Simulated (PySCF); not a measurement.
PySCF input (BP86/def2-SVP):

```python
from pyscf import gto, dft

mol = gto.M(
    atom='''
    I     2.05262300   -0.38934900    0.07181500
    C    -0.03647900   -0.17554900   -0.01012100
    C    -0.89815400   -1.32950700   -0.10412900
    C    -2.18740300   -0.95855900   -0.14310800
    Se   -2.51582400    0.86836000   -0.06906000
    C    -0.63567200    1.03827600    0.02224500
    H    -0.53263100   -2.34463700   -0.13718700
    H    -0.17212300    2.00790000    0.08972700
    ''',
    basis='def2-svp',
    ecp='def2-svp',
    charge=0,
    spin=1,
    verbose=4,
)

mf = dft.UKS(mol, xc='bp86')
mf.grids.level = 3
mf.conv_tol = 1e-9
mf.max_cycle = 100
mf.max_memory = 1500
mf.kernel()
if not mf.converged:
    mf = mf.newton()
    mf.kernel(mf.make_rdm1())
mo, _, stable, _ = mf.stability(return_status=True)
if not stable:
    mf.kernel(mf.make_rdm1(mo, mf.mo_occ))
    stable = mf.stability(return_status=True)[2]
mf.dip_moment()
```

From the output:

```
  HOMO = -0.210169235222  LUMO = -0.189767500226  gap/eV = 0.55516
cycle= 7 E= -2852.75844601605  delta_E= -0.139  |g|= 0.11  |ddm|= 0.65
  alpha nocc = 43  HOMO = -0.213868015974035  LUMO = -0.070557200742994
  beta  nocc = 42  HOMO = -0.210053660342203  LUMO = -0.155945683934566
  HOMO = -0.210053660342  LUMO = -0.155945683935  gap/eV = 1.47235
cycle= 8 E= -2852.75891899903  delta_E= -0.000473  |g|= 0.113  |ddm|= 0.293
  alpha nocc = 43  HOMO = -0.217101308323937  LUMO = -0.07387143300602
  beta  nocc = 42  HOMO = -0.214344840516369  LUMO = -0.166713169071136
  HOMO = -0.214344840516  LUMO = -0.166713169071  gap/eV = 1.29612
cycle= 9 E= -2852.76689181869  delta_E= -0.00797  |g|= 0.0205  |ddm|= 0.143
  alpha nocc = 43  HOMO = -0.215772816552001  LUMO = -0.0724705215347786
  beta  nocc = 42  HOMO = -0.213367247488996  LUMO = -0.166395861392541
  HOMO = -0.213367247489  LUMO = -0.166395861393  gap/eV = 1.27816
cycle= 10 E= -2852.76720299573  delta_E= -0.000311  |g|= 0.00605  |ddm|= 0.0365
  alpha nocc = 43  HOMO = -0.214923621737112  LUMO = -0.0716042089740086
  beta  nocc = 42  HOMO = -0.212624524590207  LUMO = -0.166041131753456
  HOMO = -0.21262452459  LUMO = -0.166041131753  gap/eV = 1.26760
cycle= 11 E= -2852.7672287126  delta_E= -2.57e-05  |g|= 0.00199  |ddm|= 0.0131
  alpha nocc = 43  HOMO = -0.215155169013987  LUMO = -0.0717778968289068
  beta  nocc = 42  HOMO = -0.212834107512125  LUMO = -0.166234770618186
  HOMO = -0.212834107512  LUMO = -0.166234770618  gap/eV = 1.26803
cycle= 12 E= -2852.76723189956  delta_E= -3.19e-06  |g|= 0.000626  |ddm|= 0.00389
  alpha nocc = 43  HOMO = -0.215141597394709  LUMO = -0.0717737705279897
  beta  nocc = 42  HOMO = -0.212809429823882  LUMO = -0.166074593684904
  HOMO = -0.212809429824  LUMO = -0.166074593685  gap/eV = 1.27172
cycle= 13 E= -2852.76723253958  delta_E= -6.4e-07  |g|= 0.000405  |ddm|= 0.00205
  alpha nocc = 43  HOMO = -0.215134682221011  LUMO = -0.0717570279124109
  beta  nocc = 42  HOMO = -0.212794084648619  LUMO = -0.166031869631576
  HOMO = -0.212794084649  LUMO = -0.166031869632  gap/eV = 1.27246
cycle= 14 E= -2852.76723262055  delta_E= -8.1e-08  |g|= 0.000338  |ddm|= 0.00104
  alpha nocc = 43  HOMO = -0.215134886810463  LUMO = -0.0717526778961538
  beta  nocc = 42  HOMO = -0.21279160038639  LUMO = -0.166036532648249
  HOMO = -0.212791600386  LUMO = -0.166036532648  gap/eV = 1.27227
cycle= 15 E= -2852.76723269412  delta_E= -7.36e-08  |g|= 0.000148  |ddm|= 0.000533
  alpha nocc = 43  HOMO = -0.21513751827124  LUMO = -0.0717540563350074
  beta  nocc = 42  HOMO = -0.21279436128635  LUMO = -0.166032489149092
  HOMO = -0.212794361286  LUMO = -0.166032489149  gap/eV = 1.27246
cycle= 16 E= -2852.76723270993  delta_E= -1.58e-08  |g|= 2.82e-05  |ddm|= 0.000268
  alpha nocc = 43  HOMO = -0.215138013657279  LUMO = -0.0717550769473639
  beta  nocc = 42  HOMO = -0.212794616427208  LUMO = -0.166034348927709
  HOMO = -0.212794616427  LUMO = -0.166034348928  gap/eV = 1.27241
cycle= 17 E= -2852.76723271013  delta_E= -1.99e-10  |g|= 3.08e-05  |ddm|= 6.07e-05
  alpha nocc = 43  HOMO = -0.215138612738705  LUMO = -0.0717531851426863
  beta  nocc = 42  HOMO = -0.212795634014269  LUMO = -0.16603712586706
  HOMO = -0.212795634014  LUMO = -0.166037125867  gap/eV = 1.27236
Extra cycle  E= -2852.767232708  delta_E= 2.13e-09  |g|= 7.18e-05  |ddm|= 0.000102
converged SCF energy = -2852.767232708  <S^2> = 0.75803691  2S+1 = 2.0080208
uhf_internal: lowest eigs of H = [0.21522107 0.25269748 0.29243525]
<class 'pyscf.dft.uks.UKS'> wavefunction is stable in the internal stability analysis
Dipole moment(X, Y, Z, Debye): -0.34813,  0.68272,  0.01772
```

The geometry given is a B3LYP-D3(BJ)/def2-TZVP minimum.
